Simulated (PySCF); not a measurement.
Species: [ICl4]- (charge -1).
SMILES: `Cl[I-](Cl)(Cl)Cl`

Computed, not measured: TDDFT wB97X-D/def2-SVPD, vertical, gas phase, core orbitals frozen in the response, def2 core potentials past Kr (PySCF). Isolated species at its PBE0-D3(BJ)/def2-SVP geometry, gas phase. Spin–orbit coupling is left out.

| state | E (eV) | λ (nm) | ν̃ (cm⁻¹) | f | \|μ\| (D) | symmetry | main configurations (H = HOMO, L = LUMO) |
| --- | --- | --- | --- | --- | --- | --- | --- |
| S1 | 3.29 | 376.5 | 26560 | 0.0000 | 0.00 | – | H→L/L+1 (≥97%) |
| S2 | 3.30 | 376.0 | 26590 | 0.0000 | 0.00 | – | H→L/L+1 (≥97%) |
| S3 | 4.14 | 299.1 | 33430 | 0.0022 | 0.37 | Eu | H-2→L/L+1 (88%), H-1→L/L+1 (9%) |
| S4 | 4.15 | 298.9 | 33450 | 0.0024 | 0.39 | Eu | H-2→L/L+1 (88%), H-1→L/L+1 (9%) |
| S5 | 4.44 | 279.0 | 35840 | 0.126 | 2.73 | Eu | H-1→L/L+1 (≥72%), H-8→L/L+1 (≥18%) |
| S6 | 4.44 | 278.9 | 35850 | 0.126 | 2.73 | Eu | H-1→L/L+1 (≥72%), H-8→L/L+1 (≥18%) |
| S7 | 4.47 | 277.4 | 36050 | 0.0002 | 0.11 | – | H-3→L/L+1 (50%), H-4→L/L+1 (48%) |
| S8 | 4.48 | 276.7 | 36130 | 0.0000 | 0.02 | – | H-4→L/L+1 (50%), H-3→L/L+1 (50%) |
| S9 | 4.69 | 264.3 | 37840 | 0.0000 | 0.01 | – | H-5→L/L+1 (≥97%) |
| S10 | 4.70 | 264.0 | 37870 | 0.0000 | 0.01 | – | H-5→L/L+1 (≥97%) |

Triplets, Tamm–Dancoff:

| state | E (eV) | λ (nm) | main configurations (H = HOMO, L = LUMO) |
| --- | --- | --- | --- |
| T1 | 2.80 | 442.8 | H→L/L+1 (≥94%) |
| T2 | 2.80 | 442.2 | H→L/L+1 (≥94%) |
| T3 | 3.17 | 390.7 | H-1→L/L+1 (90%), H-8→L/L+1 (9%) |
| T4 | 3.18 | 390.3 | H-1→L/L+1 (89%), H-8→L/L+1 (9%) |

The lowest singlet level (S1/S2) comes at 377 nm (318 kJ/mol) in the ultraviolet; it is dark (f under 0.0005). The strongest level in the table is S5/S6 at 4.44 eV (279 nm, f = 0.251 summed). S1/S2, S3/S4, S5/S6 and S9/S10 lie within about 0.01 eV of each other in each set; the point group D4h has degenerate representations, and within a degenerate level the listed configurations can mix freely. Löwdin shares by element: HOMO chlorine 48% or more, iodine 36% (atoms not listed hold the other 16%); LUMO (one of a set within 0.03 eV) chlorine 44% or more, iodine 42%. The listed states span 1.40 eV, and the widest gap between neighbours is 0.85 eV (S2 to S3). Weighted by f, the mean energy of these states is 4.44 eV. No computed singlet lies in the visible range (380 to 750 nm); the lowest, at 377 nm, stands 0.03 eV above its violet end (3.26 eV); a Tamm–Dancoff triplet lies at 443 nm, without intensity as long as spin–orbit coupling is left out. No detachment energy is given for this anion; states above it aren't bound, and a finite basis only mimics them. Symmetry labels in D4h follow from the direction of the transition dipole and are given only for states with f of 0.002 or more. Orbitals of the list HOMO-3 to LUMO+2 that lie within 0.01 eV of each other are written together with a slash and their weights summed (≥ marks a lower bound); for degenerate orbitals outside that list single weights are arbitrary. Singlets were solved by full linear response, triplets in the Tamm–Dancoff approximation.
